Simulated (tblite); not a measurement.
Compound: C5H3NS (charge -1 and doublet state).
InChI=1S/C5H3NS/c6-3-5-1-2-7-4-5/h1-2,4H/q-1

Computed with GFN2-xTB (tblite): harmonic, unscaled wavenumbers at the GFN2-xTB geometry, gas phase. Errors from tens to a few hundred cm⁻¹ against measured bands are possible. Open shells enter through the occupations alone, without spin polarisation, and single modes of such species can be off by tens of per cent.

Harmonic wavenumbers (cm⁻¹): 129.1, 153.8, 288.8, 387.5, 420.9, 474.9, 489.2, 537.5, 606.8, 614.2, 775.5, 797.0, 802.4, 928.8, 1072.8, 1121.7, 1198.0, 1341.7, 1409.0, 1484.4, 2255.0, 3040.9, 3063.5, 3105.4.

A = 7077, B = 1476, C = 1223 MHz; mass 108.999 u (most abundant isotopes); point group C1, symmetry number 1; spin multiplicity 2.

**Question.** What is the zero-point energy?

**Answer.** Half the sum of the wavenumbers: 13249 cm⁻¹ = 37.88 kcal/mol.

**Question.** What is S at 298.15 K and 1 bar for an ideal gas of classical rigid rotors and harmonic oscillators?

**Answer.** Translation 40.00, rotation 27.62, vibration 12.80, spin (R ln 2) 1.38: S = 81.8 cal/(mol K).

**Question.** And Cp and H(298.15 K) − H(0)?

**Answer.** Cp = 25.70 cal/(mol K), of which vibrations give 17.75 (their classical limit is 24 R = 47.7); H(298.15 K) − H(0) = 4.71 kcal/mol without the zero-point energy, 2.34 from vibrations.

**Question.** What must be added to the electronic energy to get the Gibbs energy at 298.15 K and 1 bar?

**Answer.** ZPE + [H(298.15 K) − H(0)] − T·S = 37.88 + 4.71 − 24.39 = 18.20 kcal/mol.

**Question.** How do the functions run with temperature in this model?

**Answer.** 
```
T (K)  S (cal/(mol K))  Cp (cal/(mol K))  H − H(0) (kcal/mol)  G − H(0) (kcal/mol)  ln q(vib)
  100             62.4              12.1                 0.94                -5.30       0.31
  200             72.9              19.2                 2.50               -12.08       1.27
  300             82.0              25.8                 4.76               -19.83       2.52
  500             97.5              35.1                10.93               -37.83       5.29
  800            115.8              42.6                22.71               -69.96       9.34
 1000            125.7              45.6                31.55               -94.14      11.81
```

q(vib) and H(0) count from the zero-point level.

Hindered rotation and anharmonicity are outside this model.
